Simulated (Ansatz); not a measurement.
Method: Ansatz (a quantum-chemistry and plane-wave program) with frozen-core CCSD(T)/def2-TZVPP // PBE-D3(BJ)/def2-TZVP.

Ansatz 0.2 input:
```yaml
crystal:
  periodic: [false, false, false]
  atoms:
    - { symbol: O, position_ang: [1.436006, -1.05499, -0.257396] }
    - { symbol: Sn, position_ang: [-0.421597, -0.364156, -0.095013] }
    - { symbol: O, position_ang: [-0.381699, 1.595085, -0.460066] }
    - { symbol: H, position_ang: [2.047171, -0.572733, 0.324926] }
    - { symbol: H, position_ang: [-1.243095, -1.110687, -1.390556] }
    - { symbol: H, position_ang: [-1.009178, -0.597043, 1.511658] }
    - { symbol: H, position_ang: [-0.427612, 2.104524, 0.366444] }
basis:
  gaussian: { orbitals: def2-TZVPP }
correlation:
  method: ccsd_t
```

Output:

```
Functional definition: HF
1181 factors; integrals over basis functions are off by at most 1.0e-3 eV
mean field evaluation 1: about -9940.0206 eV, gradient 5.4e1 eV
mean field evaluation 2: about -9940.1560 eV, gradient 5.4e1 eV
mean field evaluation 4: about -9945.4284 eV, gradient 2.6e0 eV
mean field evaluation 8: about -9945.4766 eV, gradient 1.4e-1 eV
mean field evaluation 16: about -9942.4312 eV, gradient 4.2e1 eV
mean field -9945.47674373 eV, -365.4895290458 hartree, gradient 1.4e-6 eV, S^2 0.000000; 0 other end points of the search recorded, 0 dependent functions left out
6 core orbitals not correlated
reference -9945.47674373 eV, -365.4895290458 hartree; 15, 15 occupied and 147, 147 virtual orbitals, 1181 factors
second order -22.44696526 eV of doubles, -0.00000000 eV of singles
cycle   1  -21.90988686 eV  change    5.4e-1 eV  update   1.2e-1
cycle   2  -22.46189704 eV  change   -5.5e-1 eV  update   3.6e-2
cycle   3  -22.60131694 eV  change   -1.4e-1 eV  update   2.0e-2
cycle   4  -22.58643376 eV  change    1.5e-2 eV  update   4.8e-3
cycle   5  -22.58347123 eV  change    3.0e-3 eV  update   2.1e-3
cycle   6  -22.58454231 eV  change   -1.1e-3 eV  update   7.0e-4
cycle   7  -22.58440691 eV  change    1.4e-4 eV  update   2.9e-4
cycle   8  -22.58429918 eV  change    1.1e-4 eV  update   7.9e-5
cycle   9  -22.58432085 eV  change   -2.2e-5 eV  update   2.9e-5
perturbative correction -0.74870938 eV, -0.0275145624 hartree
Total energy: -9968.80977397 eV, -366.3470020914 hartree
```

Cost: roughly 2.4 core-minutes.
